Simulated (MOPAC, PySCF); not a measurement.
Dimer: NH3 (SMILES N) (first 4 atoms) with CH5N (SMILES CN); geometry from B3LYP-D3(BJ)/def2-TZVP, rigid monomers moved along the line of their centres of mass till H2···N6 is 3.07 Å.
(charge 0, multiplicity 1):
| atom | x (Å) | y (Å) | z (Å) |
|---|---|---|---|
| N | 0.3039 | -0.1805 | 0.2000 |
| H | 0.1075 | 0.3243 | 1.0642 |
| H | 0.6198 | 0.4951 | -0.4866 |
| H | -0.5733 | -0.5587 | -0.1396 |
| C | -0.0794 | -0.6451 | 4.5152 |
| N | 0.1288 | 0.7471 | 4.1070 |
| H | 0.4614 | -1.2976 | 3.8295 |
| H | -1.1397 | -0.8873 | 4.4291 |
| H | 0.2392 | -0.8745 | 5.5397 |
| H | 1.1063 | 1.0002 | 4.1914 |
| H | -0.3947 | 1.3813 | 4.6980 |

Interaction energies are E(AB) − E(A) − E(B) at the monomers' geometry in the complex; basis-set methods are counterpoise corrected. Rows marked so take none.

Rows in 6-31G*, STO-3G carry no dispersion term and start afresh at each structure (6-31G* with six Cartesian d functions). The state that AM1, PM3 reach isn't checked.

Codes used: MOPAC for AM1, PM3 (differences of heats of formation); PySCF for 6-31G* rows, STO-3G rows. Values without a source in brackets are computed.

**Question.** One of these levels gives -29.4 meV for the interaction energy. Which one is it?
A) HF/STO-3G (no counterpoise)
B) HF/6-31G*
C) PM3
D) AM1

**Answer.** D, AM1. The others give -15.5 (PM3), -44.9 (HF/STO-3G (no counterpoise)), -68.5 (HF/6-31G*)
